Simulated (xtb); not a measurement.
iodoethane (C$_{2}$H$_{5}$I), singlet, geometry from GFN2-xTB; GFN2-xTB (xtb 6.7.1).

Here is a job for xtb.
```
$ xtb mol.xyz --gfn 2 --acc 0.0001 --json

# file mol.xyz
8

C     -2.41282299    -0.33439221    -0.19734937
C     -1.09297230    -1.03502268    -0.42130964
I      0.58937418     0.22523880     0.10213485
H     -2.53635536    -0.05580000     0.84720779
H     -3.22617604    -1.00502504    -0.47345954
H     -2.48722794     0.56497300    -0.80528000
H     -1.00085071    -1.92477394     0.19601841
H     -0.95144947    -1.30054098    -1.46567976
```

Output, abridged:

```
   ID    Z sym.   atoms
    1    6 C      1, 2
    2   53 I      3
    3    1 H      4-8

           -------------------------------------------------
          |                Calculation Setup                |
           -------------------------------------------------

           -------------------------------------------------
          |                 G F N 2 - x T B                 |
           -------------------------------------------------

          ...................................................
          :                      SETUP                      :
          :.................................................:
          :  # basis functions                  23          :
          :  # atomic orbitals                  22          :
          :  # shells                           12          :
          :  # electrons                        20          :
          :  max. iterations                   250          :
          :  Hamiltonian                  GFN2-xTB          :
          :  restarted?                      false          :
          :  GBSA solvation                  false          :
          :  PC potential                    false          :
          :  electronic temp.          300.0000000     K    :
          :  accuracy                    0.0001000          :
          :  -> integral cutoff          0.6500000E+02      :
          :  -> integral neglect         0.1000000E-11      :
          :  -> SCF convergence          0.1000000E-09 Eh   :
          :  -> wf. convergence          0.1000000E-07 e    :
          :  Broyden damping             0.4000000          :
          :  net charge                          0          :
          :  unpaired electrons                  0          :
          ...................................................

 iter      E             dE          RMSdq      gap      omega  full diag
   1    -10.7270619 -0.107271E+02  0.717E+00    5.19       0.0  T
   2    -10.7415983 -0.145364E-01  0.486E+00    4.68       1.0  T
   3    -10.7349672  0.663109E-02  0.291E+00    4.97       1.0  T
   4    -10.7451915 -0.102243E-01  0.796E-01    4.69       1.0  T
   5    -10.7454284 -0.236923E-03  0.371E-01    4.68       1.0  T
   6    -10.7454781 -0.497083E-04  0.222E-01    4.65       1.0  T
   7    -10.7455110 -0.328842E-04  0.332E-02    4.66       1.1  T
   8    -10.7455112 -0.220924E-06  0.139E-02    4.66       2.5  T
   9    -10.7455113 -0.339062E-07  0.203E-03    4.66      17.4  T
  10    -10.7455113 -0.128928E-08  0.192E-04    4.66     184.4  T
  11    -10.7455113 -0.194067E-10  0.709E-05    4.66     498.6  T
  12    -10.7455113 -0.164579E-10  0.103E-05    4.66    3446.9  T
  13    -10.7455113  0.319744E-13  0.478E-06    4.66    7392.1  T
  14    -10.7455113 -0.426326E-13  0.265E-06    4.66   13328.1  T
  15    -10.7455113 -0.888178E-14  0.233E-07    4.66  100000.0  T
  16    -10.7455113 -0.710543E-14  0.289E-08    4.66  100000.0  T
  17    -10.7455113  0.000000E+00  0.145E-08    4.66  100000.0  T

   *** convergence criteria satisfied after 17 iterations ***

         :::::::::::::::::::::::::::::::::::::::::::::::::::::
         ::                     SUMMARY                     ::
         :::::::::::::::::::::::::::::::::::::::::::::::::::::
         :: total energy             -10.638760420567 Eh    ::
         :: gradient norm              0.000061144383 Eh/a0 ::
         :: HOMO-LUMO gap              4.656547362609 eV    ::
         ::.................................................::
         :: SCC energy               -10.745510587602 Eh    ::
         :: -> isotropic ES            0.004022688805 Eh    ::
         :: -> anisotropic ES          0.001663793251 Eh    ::
         :: -> anisotropic XC          0.003642430690 Eh    ::
         :: -> dispersion             -0.003776255502 Eh    ::
         :: repulsion energy           0.106750167035 Eh    ::
         :: add. restraining           0.000000000000 Eh    ::
         :: total charge               0.000000000000 e     ::
         :::::::::::::::::::::::::::::::::::::::::::::::::::::

           -------------------------------------------------
          |                Property Printout                |
           -------------------------------------------------

    * Orbital Energies and Occupations

         #    Occupation            Energy/Eh            Energy/eV
      -------------------------------------------------------------
         1        2.0000           -0.7343007             -19.9813
         2        2.0000           -0.6408236             -17.4377
         3        2.0000           -0.5942855             -16.1713
         4        2.0000           -0.5361767             -14.5901
         5        2.0000           -0.5220018             -14.2044
         6        2.0000           -0.5008879             -13.6299
         7        2.0000           -0.4714706             -12.8294
         8        2.0000           -0.4623651             -12.5816
         9        2.0000           -0.4058659             -11.0442
        10        2.0000           -0.4041392             -10.9972 (HOMO)
        11                         -0.2330143              -6.3406 (LUMO)
        12                          0.0225482               0.6136
        13                          0.0255838               0.6962
        14                          0.0356561               0.9703
        15                          0.0474083               1.2900
        16                          0.1166016               3.1729
        17                          0.1407888               3.8311
        18                          0.1591391               4.3304
        19                          0.1722353               4.6868
        20                          0.2176858               5.9235
        21                          0.2726250               7.4185
        22                          0.3583155               9.7503
      -------------------------------------------------------------
                  HL-Gap            0.1711250 Eh            4.6565 eV
             Fermi-level           -0.3185767 Eh           -8.6689 eV

     #   Z          covCN         q      C6AA      α(0)
     1   6 C        3.864    -0.099    22.349     6.723
     2   6 C        3.780     0.006    20.502     6.451
     3  53 I        1.084    -0.156   383.538    33.807
     4   1 H        0.925     0.051     2.305     2.374
     5   1 H        0.925     0.044     2.399     2.422
     6   1 H        0.925     0.051     2.305     2.374
     7   1 H        0.933     0.052     2.299     2.371
     8   1 H        0.933     0.052     2.299     2.371

 Mol. C6AA /au·bohr⁶  :       1321.712838
 Mol. C8AA /au·bohr⁸  :      69335.880522
 Mol. α(0) /au        :         58.892779

Wiberg/Mayer (AO) data.
largest (>0.10) Wiberg bond orders for each atom

 ---------------------------------------------------------------------------
     #   Z sym  total        # sym  WBO       # sym  WBO       # sym  WBO
 ---------------------------------------------------------------------------
     1   6 C    3.993 --     2 C    1.040     6 H    0.987     4 H    0.987
                             5 H    0.975
     2   6 C    3.966 --     1 C    1.040     7 H    0.984     8 H    0.984
                             3 I    0.955
     3  53 I    0.987 --     2 C    0.955
     4   1 H    0.997 --     1 C    0.987
     5   1 H    0.998 --     1 C    0.975
     6   1 H    0.997 --     1 C    0.987
     7   1 H    0.997 --     2 C    0.984
     8   1 H    0.997 --     2 C    0.984
 ---------------------------------------------------------------------------

Topologies differ in total number of bonds
Writing topology from bond orders to xtbtopo.mol

molecular dipole:
                 x           y           z       tot (Debye)
 q only:       -0.676      -0.363      -0.156
   full:       -1.274      -0.834      -0.351       3.973
molecular quadrupole (traceless):
                xx          xy          yy          xz          yz          zz
 q only:        1.134       0.783      -0.197       0.360       0.355      -0.937
  q+dip:       -1.072      -0.435       0.383      -0.218      -0.152       0.689
   full:        0.053       0.717       0.313       0.285       0.325      -0.366

           -------------------------------------------------
          | TOTAL ENERGY              -10.638760420567 Eh   |
          | GRADIENT NORM               0.000061144383 Eh/α |
          | HOMO-LUMO GAP               4.656547362609 eV   |
           -------------------------------------------------

normal termination of xtb
```
